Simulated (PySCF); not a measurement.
Species: H₆SeSi₂.
Geometry (PBE0-D3(BJ)/def2-SVP, Å), atoms numbered from 1 in this order:
```xyz
9
H6SeSi2 angstrom
Si     1.625    0.564    0.424
Se     0.086    0.816   -1.249
Si    -1.499   -0.520   -0.283
H      2.023   -0.868    0.570
H      2.804    1.386    0.030
H      1.078    1.045    1.728
H     -1.000   -1.920   -0.136
H     -2.678   -0.489   -1.194
H     -1.879   -0.003    1.066
```

Theory: EOM-IP-CCSD/aug-cc-pVDZ in PySCF, restricted Hartree–Fock reference, frozen core, non-relativistic, gas phase, PBE0-D3(BJ)/def2-SVP geometry.

Hartree–Fock orbital energies give these Koopmans values (eV): HOMO 9.54, HOMO-1 11.27, HOMO-2 11.94, HOMO-3 13.27, HOMO-4 13.63, HOMO-5 13.96, HOMO-6 13.98, HOMO-7 18.92.

Question: What vertical ionisation energies does EOM-IP-CCSD give?

Answer: 
```tsv
leading hole (HF orbital)	Koopmans (eV)	EOM-IP-CCSD (eV)	change (eV)	one-hole share
HOMO	9.54	8.98	-0.56	0.95
HOMO-1	11.27	10.70	-0.57	0.95
HOMO-2	11.94	11.33	-0.61	0.95
HOMO-3	13.27	12.43	-0.84	0.94
HOMO-4	13.63	12.79	-0.84	0.94
HOMO-5	13.96	13.04	-0.92	0.93
HOMO-6	13.98	13.13	-0.85	0.93
HOMO-7	18.92	17.09	-1.83	0.85
```

Question: Does the order of the lines follow the orbital energies?

Answer: Yes, no two lines change places. The corrections run from -1.83 to -0.56 eV, with a mean of -0.88 eV over the 8 lines; no line lies above its Koopmans value.

Question: At what kinetic energies would He I light (21.22 eV) eject these electrons?

Answer: 12.24 eV (HOMO), 10.52 eV (HOMO-1), 9.89 eV (HOMO-2), 8.79 eV (HOMO-3), 8.43 eV (HOMO-4), 8.18 eV (HOMO-5), 8.09 eV (HOMO-6), 4.13 eV (HOMO-7).

Question: What total energy has the lowest final state, and which wavelength reaches it?

Answer: E(CCSD) + ionisation energy = -2981.63017 + 0.32990 = -2981.30027 Eh, at the geometry of the initial state. The threshold wavelength is 1239.84 eV nm/8.98 eV = 138.1 nm.

Lines less than 0.15 eV apart could change places at a higher level. One root was sought for each valence orbital with −ε under 21 eV, eight at most, so deeper holes and satellites are missing; no vibrational structure.

On x86-64 server, one thread, on a shared host, this took 1.8 min wall.
